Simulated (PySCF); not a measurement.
Compound: C5H6F2O2.
SMILES: `CCOC(=O)C=C(F)F`

Torsions of this conformer, `[CH3:1][CH2:2][O:3][C:4](=[O:5])[CH:6]=[C:7]([F:8])[F:9]`: C1–C2–O3–C4 -85°, C2–O3–C4–O5 -1°, O3–C4–C6–C7 -2°.

The closed-shell ground state was solved at several levels (PySCF, density fitting, gas phase, non-relativistic). Geometry: PBE0-D3(BJ)/def2-TZVP, one conformer, isolated molecule.

| level | basis functions | HOMO (eV) | LUMO (eV) | gap (eV) | dipole (D) |
| --- | --- | --- | --- | --- | --- |
| KT3/pcSseg-2 | 408 | -6.70 | -2.05 | 4.65 | 1.48 |
| wB97X-D/pcSseg-2 | 408 | -10.00 | 0.65 | 10.65 | 1.51 |
| B97-2/pcSseg-2 | 408 | -7.90 | -1.21 | 6.69 | 1.49 |

Task: Estimate the row for PBE0/pcSseg-2, a basis of 408 functions; the other rows only guide the guess.

Result: HOMO -8.17 eV, LUMO -1.16 eV, gap 7.01 eV, dipole 1.49 D.

Task: Over all these levels, which gives the widest orbital gap and which the narrowest?

Result: wB97X-D/pcSseg-2 (range-separated hybrid) has the widest, 10.65 eV, and KT3/pcSseg-2 (GGA) the narrowest, 4.65 eV. From the narrowest to the widest the HOMO moves by -3.30 eV and the LUMO by +2.70 eV.

Task: In the pcSseg-2 basis, how does the gap go with the fixed share of exact exchange?

Result: KT3 (0 %) 4.65 eV; B97-2 (21 %) 6.69 eV; PBE0 (25 %) 7.01 eV. Each rise in the share widens the gap here.

Task: How far do the dipole and the HOMO energy spread over the levels?

Result: The dipole runs from 1.48 to 1.51 D (mean 1.49 D) and the HOMO from -10.00 to -6.70 eV.
